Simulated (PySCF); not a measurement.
PySCF input (HF/def2-TZVPD):

```python
from pyscf import gto, scf, dft

mol = gto.M(
    atom='''
    Si   -0.22519578   -0.19792757   -0.01953495
    O    -1.43374685   -1.26013922   -0.12437258
    Cl   -0.52610980    1.55083193   -0.82296122
    Cl    1.38626954   -0.79482606    0.89757710
    ''',
    basis='def2-tzvpd',
    charge=1,
    spin=1,
    verbose=4,
)

mf = scf.UHF(mol).density_fit(auxbasis='def2-universal-jkfit')
mf.conv_tol = 1e-9
mf.max_cycle = 100
mf.max_memory = 1500
mf.kernel()
if not mf.converged:
    mf = mf.newton()
    mf.kernel(mf.make_rdm1())
for _ in range(2):
    mo, _, stable, _ = mf.stability(return_status=True)
    if stable:
        break
    mf.kernel(mf.make_rdm1(mo, mf.mo_occ))
mf.analyze()
```

End of the output:

```
Extra cycle  E= -1282.6417539681  delta_E= -3.18e-11  |g|= 3.51e-06  |ddm|= 6.98e-06
converged SCF energy = -1282.6417539681  <S^2> = 0.75870949  2S+1 = 2.0086906
uhf_internal: lowest eigs of H = [0.03088164 0.15981003 0.41467717]
<class 'pyscf.df.df_jk.DFUHF'> wavefunction is stable in the internal stability analysis
**** SCF Summaries ****
Total Energy =                       -1282.641753968099465
Nuclear Repulsion Energy =             257.421177411346150
One-electron Energy =                -2273.484904496142917
Two-electron Energy =                  733.421973116697131
Two-electron Coulomb Energy =          817.030752935322312
DFT Exchange-Correlation Energy =      -83.608779818625180
HOMO-LUMO gap [eV] =                    14.033010795607488
**** MO energy ****
                             alpha | beta                alpha | beta
MO #1   energy= -105.108803819233  | -105.108558567105  occ= 1 | 1
MO #2   energy= -105.108801884886  | -105.108556621659  occ= 1 | 1
MO #3   energy= -69.172739533689   | -69.1734417306456  occ= 1 | 1
MO #4   energy= -20.9082260252102  | -20.8686228762543  occ= 1 | 1
MO #5   energy= -10.8365553913749  | -10.8363281650506  occ= 1 | 1
MO #6   energy= -10.8365485218357  | -10.8363218366577  occ= 1 | 1
MO #7   energy= -8.30324704114253  | -8.30276254559912  occ= 1 | 1
MO #8   energy= -8.30324357430369  | -8.30275919413825  occ= 1 | 1
MO #9   energy= -8.30168787779603  | -8.30147945528142  occ= 1 | 1
MO #10  energy= -8.30168679266303  | -8.30147892382617  occ= 1 | 1
MO #11  energy= -8.30152142939537  | -8.30098930411055  occ= 1 | 1
MO #12  energy= -8.30152087111846  | -8.30098823874064  occ= 1 | 1
MO #13  energy= -6.51095385745063  | -6.51194292045671  occ= 1 | 1
MO #14  energy= -4.61935466295453  | -4.62043069506365  occ= 1 | 1
MO #15  energy= -4.61754395877654  | -4.61817827582008  occ= 1 | 1
MO #16  energy= -4.61683238058961  | -4.61805528742499  occ= 1 | 1
MO #17  energy= -1.65627568190514  | -1.49953069918981  occ= 1 | 1
MO #18  energy= -1.38987825106518  | -1.38431411325718  occ= 1 | 1
MO #19  energy= -1.36543153859217  | -1.36346504440231  occ= 1 | 1
MO #20  energy= -0.959543345655398 | -0.937998367618761 occ= 1 | 1
MO #21  energy= -0.944336876528483 | -0.837210549217803 occ= 1 | 1
MO #22  energy= -0.861327293993929 | -0.820963086869556 occ= 1 | 1
MO #23  energy= -0.847488014639221 | -0.804993977825333 occ= 1 | 1
MO #24  energy= -0.811745819724521 | -0.743907943282288 occ= 1 | 1
MO #25  energy= -0.753062709376737 | -0.743498260027537 occ= 1 | 1
MO #26  energy= -0.750298664231204 | -0.729886260409724 occ= 1 | 1
MO #27  energy= -0.72971665590427  | -0.723682781998012 occ= 1 | 1
MO #28  energy= -0.722222203115799 | -0.206518564010705 occ= 1 | 0
MO #29  energy= -0.169101070612669 | -0.167564484386865 occ= 0 | 0
MO #30  energy= -0.161891384845543 | -0.158743103928622 occ= 0 | 0
MO #31  energy= -0.0700912914479856 | -0.0694170705999793 occ= 0 | 0
MO #32  energy= -0.0614511148964426 | -0.0600352414397174 occ= 0 | 0
MO #33  energy= -0.0606334345349885 | -0.0558607247407187 occ= 0 | 0
MO #34  energy= -0.055793159163084 | -0.0549484355039462 occ= 0 | 0
MO #35  energy= -0.0436945252882006 | -0.0432642220127909 occ= 0 | 0
MO #36  energy= -0.0285436071982021 | -0.0277498051496024 occ= 0 | 0
MO #37  energy= -0.0273248760680971 | -0.0242868655518341 occ= 0 | 0
MO #38  energy= -0.0238594000495139 | -0.0238377494884552 occ= 0 | 0
MO #39  energy= -0.00617853026645511 | -0.00581346248429206 occ= 0 | 0
MO #40  energy= -0.00412693239630452 | -0.00240588236222827 occ= 0 | 0
MO #41  energy= 0.0162220100934692 | 0.0329284160350557 occ= 0 | 0
MO #42  energy= 0.0324643169478338 | 0.035981123325281  occ= 0 | 0
MO #43  energy= 0.033415564603286  | 0.0382138668675644 occ= 0 | 0
MO #44  energy= 0.0389142386297753 | 0.0383294428475542 occ= 0 | 0
MO #45  energy= 0.0591495802737717 | 0.0660194523697058 occ= 0 | 0
MO #46  energy= 0.0727257578017827 | 0.097017099201112  occ= 0 | 0
MO #47  energy= 0.0997132343794702 | 0.0998847061539772 occ= 0 | 0
MO #48  energy= 0.116302930510647  | 0.116669854621419  occ= 0 | 0
MO #49  energy= 0.118744282529577  | 0.119511264711202  occ= 0 | 0
MO #50  energy= 0.129395395453779  | 0.129992659446442  occ= 0 | 0
MO #51  energy= 0.129606126890079  | 0.132212114870604  occ= 0 | 0
MO #52  energy= 0.132390542863476  | 0.140481219722497  occ= 0 | 0
MO #53  energy= 0.139225317559969  | 0.141915708658315  occ= 0 | 0
MO #54  energy= 0.142976186680467  | 0.142901481223252  occ= 0 | 0
MO #55  energy= 0.163461781075194  | 0.163648193487338  occ= 0 | 0
MO #56  energy= 0.167263874814293  | 0.176472898908179  occ= 0 | 0
MO #57  energy= 0.197806859726256  | 0.198421594780862  occ= 0 | 0
MO #58  energy= 0.207462999818914  | 0.209184882229331  occ= 0 | 0
MO #59  energy= 0.212534307323718  | 0.213452230430287  occ= 0 | 0
MO #60  energy= 0.218619255058191  | 0.21757509460599   occ= 0 | 0
MO #61  energy= 0.263728478562664  | 0.264733518916607  occ= 0 | 0
MO #62  energy= 0.271921187140492  | 0.276306606495105  occ= 0 | 0
MO #63  energy= 0.292596689871074  | 0.292963087946788  occ= 0 | 0
MO #64  energy= 0.313677799756435  | 0.316082200708252  occ= 0 | 0
MO #65  energy= 0.345288424102596  | 0.346799817285191  occ= 0 | 0
MO #66  energy= 0.349027581030159  | 0.352904123931515  occ= 0 | 0
MO #67  energy= 0.349597420715344  | 0.356863076177471  occ= 0 | 0
MO #68  energy= 0.37511182537762   | 0.381920950351843  occ= 0 | 0
MO #69  energy= 0.392843688047257  | 0.399044037458819  occ= 0 | 0
MO #70  energy= 0.446335397897519  | 0.449103333312511  occ= 0 | 0
MO #71  energy= 0.455350678698921  | 0.470849132917106  occ= 0 | 0
MO #72  energy= 0.465162613551058  | 0.474571868409788  occ= 0 | 0
MO #73  energy= 0.492140306140525  | 0.499121634971354  occ= 0 | 0
MO #74  energy= 0.5276768541658    | 0.528802360302526  occ= 0 | 0
MO #75  energy= 0.542461745980867  | 0.542943827899023  occ= 0 | 0
MO #76  energy= 0.555000574413329  | 0.555355977177835  occ= 0 | 0
MO #77  energy= 0.574078302770621  | 0.575059780413107  occ= 0 | 0
MO #78  energy= 0.575576632199977  | 0.576454256501349  occ= 0 | 0
MO #79  energy= 0.592046542811724  | 0.592811350768673  occ= 0 | 0
MO #80  energy= 0.593959886620876  | 0.606924655635044  occ= 0 | 0
MO #81  energy= 0.616235454919884  | 0.617680629927885  occ= 0 | 0
MO #82  energy= 0.61727139622532   | 0.634448869888364  occ= 0 | 0
MO #83  energy= 0.631461687505668  | 0.634794755362611  occ= 0 | 0
MO #84  energy= 0.633525043602131  | 0.635557104757227  occ= 0 | 0
MO #85  energy= 0.640880724092508  | 0.642773244156929  occ= 0 | 0
MO #86  energy= 0.694539673148819  | 0.696515509015977  occ= 0 | 0
MO #87  energy= 0.695896578416272  | 0.70049157866877   occ= 0 | 0
MO #88  energy= 0.701518636613003  | 0.723145325312451  occ= 0 | 0
MO #89  energy= 0.722643343046679  | 0.725976990651241  occ= 0 | 0
MO #90  energy= 0.739702102376906  | 0.759892677607929  occ= 0 | 0
MO #91  energy= 0.785952441609126  | 0.800174848438982  occ= 0 | 0
MO #92  energy= 0.861713936813565  | 0.868448565844901  occ= 0 | 0
MO #93  energy= 0.910124715606209  | 0.913773027288412  occ= 0 | 0
MO #94  energy= 0.92010238578189   | 0.931519252818872  occ= 0 | 0
MO #95  energy= 0.998093610045679  | 0.996873564793567  occ= 0 | 0
MO #96  energy= 1.05320946166856   | 1.05647791853755   occ= 0 | 0
MO #97  energy= 1.0688154623217    | 1.06866028416008   occ= 0 | 0
MO #98  energy= 1.10319993956537   | 1.10297406921215   occ= 0 | 0
MO #99  energy= 1.12940502587192   | 1.13281631625374   occ= 0 | 0
MO #100 energy= 1.17656616175381   | 1.17956415459933   occ= 0 | 0
MO #101 energy= 1.20141002728628   | 1.20774243043064   occ= 0 | 0
MO #102 energy= 1.21451732140267   | 1.21983329434958   occ= 0 | 0
MO #103 energy= 1.21861537350445   | 1.22113186862562   occ= 0 | 0
MO #104 energy= 1.26404107464415   | 1.26329364895357   occ= 0 | 0
[...]
```
